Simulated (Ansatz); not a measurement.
O$_{2}$Zr, charge +1, doublet, at a GFN2-xTB geometry (such geometries of metal compounds can be far from the true shape) (the multiplicity is a formal guess) (core potentials on Zr); Ansatz (a program for electronic structure) with B3LYP/def2-SVP.

Input for Ansatz:
Ansatz 0.2 input:
```yaml
crystal:
  periodic: [false, false, false]
  atoms:
    - {symbol: Zr, position_ang: [-0.15826003, -0.17493685, -0.22637589]}
    - {symbol: O, position_ang: [1.46587311, 0.63453628, -0.33464232]}
    - {symbol: O, position_ang: [-0.67457295, 0.24014796, 1.46652175]}
basis:
  gaussian:
    orbitals: def2-SVP
hamiltonian:
  xc: b3lyp
total_charge: 1
magnetization: {spin_polarized: true, initial_magnetization: 1}
```

Problem. What does Ansatz print? Leave out banner, timings and long lists.

Solution. 
```
Functional definition: B3LYP
582 factors; integrals over basis functions are off by at most 6.1e-4 eV
mean field evaluation 1: about -5333.9354 eV, gradient 8.3e1 eV
mean field evaluation 2: about -4908.2802 eV, gradient 2.4e2 eV
mean field evaluation 4: about -5362.9169 eV, gradient 9.4e0 eV
mean field evaluation 8: about -5363.3721 eV, gradient 6.6e-1 eV
mean field evaluation 16: about -5363.4139 eV, gradient 4.9e-3 eV
mean field evaluation 32: about -5363.4139 eV, gradient 1.7e-5 eV
mean field -5363.41394719 eV, -197.1018271067 hartree, gradient 1.7e-5 eV, S^2 0.798094; 3 other end points of the search recorded, 0 dependent functions left out
reference -5363.41420299 eV, -197.1018365070 hartree; 14, 13 occupied and 45, 46 virtual orbitals, 582 factors
Total energy: -5363.41420299 eV, -197.1018365070 hartree
```
